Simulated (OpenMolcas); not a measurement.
# Lines of Br+: computed and rescaled rates

```
Program             : OpenMolcas 26.06
Method              : SS-CASPT2, IPEA 0.25 Eh, imaginary shift 0.1 Eh (closed shells correlated: 3d)
Basis               : ANO-RCC [9s8p6d4f2g]
Scalar Hamiltonian  : DKH2, point nucleus
Active space        : 6 electrons in 8 orbitals (4s 4p 5s 5p)
State averaging     : 2S+1 = 3 even, 3 roots; 2S+1 = 1 even, 6 roots; 2S+1 = 3 odd, 1 root; 2S+1 = 1 odd, 5 roots
Spin-orbit coupling : state interaction with AMFI integrals over the reference wave functions, term energies averaged over their components
```

Rates come from the transition moments of the reference wave functions (E1 and E2 in the length form). At fixed line strength A goes as λ^-3 for E1 and M1 and as λ^-5 for E2, so a rate at the computed wavelength can be rescaled to the measured one. Measured vacuum wavelengths follow from level energies in NIST Handbook of Basic Atomic Spectroscopic Data. Branching counts decays inside the model space alone, at computed energies, and the table is only a selection of the E2 and M1 lines, drawn from those between levels with measured partners whose computed energy lies within a factor of 1.5 of the measured one.

| Upper | Lower | Type | λ computed (nm) | λ measured (nm) | A computed (s-1) | A rescaled (s-1) | Branching % |
| --- | --- | --- | --- | --- | --- | --- | --- |
| 4s² 4p⁴ ¹S₀ | 4s² 4p⁴ ³P₁ | M1 | 392.6 | 404.4 | 1.99e+01 |  | 83.3 |
| 4s² 4p⁴ ¹S₀ | 4s² 4p⁴ ¹D₂ | E2 | 628.5 | 633.8 | 3.62e+00 | 3.47e+00 | 15.2 |
| 4s² 4p⁴ ¹D₂ | 4s² 4p⁴ ³P₂ | M1 | 807.8 | 827.2 | 1.70e+00 |  | 85.6 |
| 4s² 4p⁴ ³P₁ | 4s² 4p⁴ ³P₂ | M1 | 3545 | 3188 | 4.95e-01 | 6.81e-01 | 100.0 |
| 4s² 4p⁴ ¹S₀ | 4s² 4p⁴ ³P₂ | E2 | 353.5 | 358.8 | 3.52e-01 |  | 1.5 |
| 4s² 4p⁴ ¹D₂ | 4s² 4p⁴ ³P₁ | M1 | 1046 | 1117 | 2.67e-01 |  | 13.4 |
| 4s² 4p⁴ ³P₀ | 4s² 4p⁴ ³P₁ | M1 | 13870 | 14270 | 1.99e-02 | 1.83e-02 | 97.3 |
| 4s² 4p⁴ ¹D₂ | 4s² 4p⁴ ³P₂ | E2 | 807.8 | 827.2 | 1.91e-02 |  | 1.0 |
| 4s² 4p⁴ ³P₀ | 4s² 4p⁴ ³P₂ | E2 | 2823 | 2606 | 5.55e-04 | 8.28e-04 | 2.7 |

Spin-changing lines and M1 lines between different terms are not rescaled, since their strength hangs on the term gaps too.

The largest correction is for 4s² 4p⁴ ³P₀ → 4s² 4p⁴ ³P₂ (E2): 5.55e-04 × (2823 / 2606)^5 = 8.28e-04 s-1, a factor of 1.49.

No measured rate stands beside these. Rescaling mends the energy factor alone: line strengths can still be far off where a level mixes with configurations outside the active space, and weak or spin-changing lines hang on small mixing coefficients that depend on the term gaps too, so rescaling need not improve them.

Term energies are means over components that CASPT2 splits; among the terms shown or strongly mixed into the levels shown the widest spread is 69 cm-1 (4s² 4p⁴ ¹D). The run also gave levels led by 4s² 4p³ 5s, which use shells meant for correlation; these and all levels above them are left out. Computed and measured levels are paired by configuration, term and J; levels that our copy of the source lacks, or whose pairing is in doubt (as where it misses far off the trend of its configuration), stay unpaired. Only configurations of the active space appear.
